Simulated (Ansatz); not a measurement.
Geometry optimisation, RKS B3LYP/def2-SVP (Ansatz 0.2.0).

Input:

```yaml
crystal:
  periodic: [false, false, false]
  atoms:
    - { symbol: Ge, position_ang: [0.203628, 0.0, -0.079032] }
    - { symbol: H, position_ang: [0.187906, 0.0, 1.471208] }
    - { symbol: H, position_ang: [1.688268, 0.0, -0.501407] }
    - { symbol: H, position_ang: [-0.479452, 1.269, -0.60487] }
    - { symbol: H, position_ang: [-0.479452, -1.269001, -0.604869] }
    - { symbol: F, position_ang: [-2.366091, 1.0e-06, 1.238229] }
    - { symbol: H, position_ang: [-1.641107, -2.0e-06, 1.81384] }
basis:
  gaussian: { orbitals: def2-SVP }
hamiltonian:
  xc: b3lyp
relax:
  f_tol: 0.03
  max_steps: 50
```

Run as:

```bash
$ ansatz run input.yaml --threads 1 --pin off --max-ram 2048MiB --backend cpu --events-out ev --progress --plain --runs-dir out
```

Question: Where does it end, and by what steps?

Answer: The run converged. After 5 steps the energy has fallen by 0.031 eV; F6 moved furthest, 0.22 Å.

```
step  energy less start (eV)  largest force component (eV/Å)  accepted
   0                  0.0000                           0.351       yes
   1                 -0.0229                           0.638       yes
   2                 -0.0213                           0.299        no
   3                 -0.0304                           0.061       yes
   4                 -0.0307                           0.059       yes
   5                 -0.0311                           0.005       yes
```

```xyz
7
Properties=species:S:1:pos:R:3
Ge 0.265 0.000 -0.123
H 0.194 0.000 1.425
H 1.755 0.000 -0.517
H -0.421 1.265 -0.659
H -0.421 -1.265 -0.659
F -2.522 0.000 1.387
H -1.736 0.000 1.879
```

Whether the end is a true minimum wasn't checked by a vibrational analysis.

The run took 11 s on 1 thread of Arm Neoverse V2, with other jobs on the host, peak memory 0.13 GiB.
